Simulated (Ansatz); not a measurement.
Geometry optimisation, RKS r2SCAN-D4/def2-SVP in Ansatz.

The input (input.yaml):

```yaml
crystal:
  periodic: [false, false, false]
  atoms:
    - { symbol: B, position_ang: [-0.3207, -1.6068, 0.282] }
    - { symbol: B, position_ang: [0.1771, -0.0204, -0.0225] }
    - { symbol: "N", position_ang: [-0.85904, 0.98365, -0.41419] }
    - { symbol: C, position_ang: [1.63036, 0.50359, 0.16392] }
    - { symbol: F, position_ang: [1.76751, 1.82908, 0.06827] }
    - { symbol: I, position_ang: [2.94816, -0.43926, -1.30546] }
    - { symbol: H, position_ang: [0.4116, -2.399, 0.6236] }
    - { symbol: H, position_ang: [-1.4746, -1.8027, 0.123] }
    - { symbol: H, position_ang: [-1.62126, 0.99561, 0.26738] }
    - { symbol: H, position_ang: [-1.33755, 0.64055, -1.33079] }
    - { symbol: H, position_ang: [2.04219, 0.14675, 1.16432] }
basis:
  gaussian: { orbitals: def2-SVP }
hamiltonian:
  xc: r2scan
  dispersion: d4
relax:
  f_tol: 0.015
  max_steps: 40
```

Command:

```bash
$ ansatz run input.yaml --threads 2 --pin off --max-ram 3072MiB --backend cpu --events-out ev --progress --plain --runs-dir out
```

Question: Where does it end, and by what steps?

Answer: It converged. After 17 steps the energy has fallen by 2.117 eV; H8 moved furthest, 1.37 Å. Joined: B1–I6.

| step | energy less start (eV) | largest force component (eV/Å) | accepted |
| --- | --- | --- | --- |
| 0 | 0.0000 | 1.985 | yes |
| 1 | -0.4231 | 1.000 | yes |
| 2 | -0.6020 | 0.386 | yes |
| 3 | -0.7745 | 0.521 | yes |
| 4 | -0.9432 | 1.180 | yes |
| 5 | -1.0698 | 1.183 | yes |
| 6 | -1.2442 | 1.287 | yes |
| 7 | -1.4082 | 1.379 | yes |
| 8 | -1.5938 | 1.752 | yes |
| 9 | -1.7604 | 1.858 | yes |
| 10 | -2.0365 | 1.077 | yes |
| 11 | -2.0689 | 0.841 | yes |
| 12 | -2.0882 | 1.113 | yes |
| 13 | -2.1151 | 0.155 | yes |
| 14 | -2.1156 | 0.110 | yes |
| 15 | -2.1168 | 0.100 | yes |
| 16 | -2.1166 | 0.077 | no |
| 17 | -2.1173 | 0.009 | yes |

```xyz
11
Properties=species:S:1:pos:R:3
B -0.034 -1.696 0.040
B -0.035 0.005 0.073
N -1.018 0.930 -0.277
C 1.430 0.547 0.352
F 1.727 1.827 0.055
I 2.299 -0.945 -1.150
H 0.446 -2.335 0.953
H -0.621 -2.330 -0.811
H -0.845 1.930 -0.320
H -1.954 0.663 -0.557
H 1.968 0.235 1.261
```

Run time: 2.8 min on 2 threads of Arm Neoverse N1 (shared host), peak memory 0.21 GiB.
